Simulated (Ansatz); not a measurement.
Calculated with Ansatz (gas phase, PBE0-D4/def2-TZVP geometries, no zero-point term in ΔE). CCSD(T)/CBS is the MP2 limit (def2-TZVPP, def2-QZVPP) plus CCSD(T) − MP2 in def2-TZVPP, frozen cores. DFT in def2-TZVPP. B3LYP here is the variant with VWN-RPA as its local correlation; programs differ in this. For Br, Ge, Se outer-core shells are correlated without core-valence functions, which leaves a few kJ/mol of doubt a bond. Scalar relativity is left out up to krypton. Each species was taken in one conformer, which may not be the lowest.

`[SiH3]N[SiH2]Br` + `[OH][GeH2][SeH]` → `[SeH][SiH2]Br` + `[OH][GeH2][NH][SiH3]`  (redistribution)

`[SiH3]N[SiH2]Br`:

```xyz
10

Si    0.316   -0.899    1.261
N    -0.443    0.375    0.360
Si   -0.354    0.642   -1.325
Br    1.487    1.745   -1.950
H     0.747   -1.916    0.272
H     1.496   -0.422    2.030
H    -0.648   -1.493    2.223
H    -0.807    1.147    0.902
H    -0.303   -0.663   -2.016
H    -1.492    1.482   -1.756
```

`[OH][GeH2][SeH]`:

Z-matrix (Å, degrees):
```
Ge
Se 1 2.352
O 1 1.777 2 110.9
H 1 1.538 2 104.8 3 120.1
H 1 1.530 2 112.4 3 -115.9
H 2 1.469 1 92.5 3 65.8
H 3 0.960 1 112.1 2 47.3
```

`[SeH][SiH2]Br`:

```xyz
6

Se    0.105    1.817   -0.110
Si   -0.229   -0.415   -0.276
Br   -0.884   -1.353    1.627
H     1.309    1.641    0.713
H     1.010   -1.110   -0.684
H    -1.311   -0.581   -1.271
```

`[OH][GeH2][NH][SiH3]`:

Cartesian coordinates in Å:
```
O 1.923 -1.160 -1.293
Ge 1.414 -0.262 0.158
N -0.087 0.728 -0.181
Si -1.694 0.456 0.371
H 1.243 -1.755 -1.615
H 2.617 0.645 0.434
H 1.048 -1.222 1.300
H 0.060 1.499 -0.817
H -2.234 1.618 1.130
H -2.642 0.186 -0.747
H -1.649 -0.732 1.261
```

```json
{"level": "PBE-D4", "ΔE (kJ/mol)": "45.9", "difference from CCSD(T)/CBS": "2.7"}
{"level": "r2SCAN-D4", "ΔE (kJ/mol)": "48.7", "difference from CCSD(T)/CBS": "5.5"}
{"level": "PBE0-D4", "ΔE (kJ/mol)": "46.7", "difference from CCSD(T)/CBS": "3.5"}
{"level": "B3LYP-D4", "ΔE (kJ/mol)": "50.8", "difference from CCSD(T)/CBS": "7.6"}
{"level": "ωB97X-V", "ΔE (kJ/mol)": "45.8", "difference from CCSD(T)/CBS": "2.6"}
{"level": "ωB97M-V", "ΔE (kJ/mol)": "48.1", "difference from CCSD(T)/CBS": "4.9"}
{"level": "B2PLYP", "ΔE (kJ/mol)": "48.0", "difference from CCSD(T)/CBS": "4.8"}
{"level": "PBE", "ΔE (kJ/mol)": "45.7", "difference from CCSD(T)/CBS": "2.5"}
{"level": "SCS-MP2/def2-TZVPP", "ΔE (kJ/mol)": "44.3", "difference from CCSD(T)/CBS": "1.1"}
{"level": "CCSD/def2-TZVPP", "ΔE (kJ/mol)": "45.1", "difference from CCSD(T)/CBS": "1.9"}
{"level": "CCSD(T)/def2-TZVPP", "ΔE (kJ/mol)": "44.2", "difference from CCSD(T)/CBS": "1.0"}
{"level": "HF/def2-QZVPP", "ΔE (kJ/mol)": "52.0", "difference from CCSD(T)/CBS": "8.8"}
{"level": "MP2/def2-QZVPP", "ΔE (kJ/mol)": "43.4", "difference from CCSD(T)/CBS": "0.2"}
{"level": "HF/CBS(def2)", "ΔE (kJ/mol)": "52.1", "difference from CCSD(T)/CBS": "8.9"}
{"level": "MP2/CBS(def2)", "ΔE (kJ/mol)": "42.8", "difference from CCSD(T)/CBS": "-0.4"}
{"level": "CCSD/CBS(def2)", "ΔE (kJ/mol)": "44.1", "difference from CCSD(T)/CBS": "0.9"}
{"level": "CCSD(T)/CBS", "ΔE (kJ/mol)": "43.2", "difference from CCSD(T)/CBS": "0"}
```

Largest T1 diagnostic among the species: 0.012.

In def2-TZVPP, CCSD(T) changes the Hartree–Fock value by −7.4 kJ/mol (the triples alone add −1.0 kJ/mol) and MP2 by −7.7 kJ/mol.
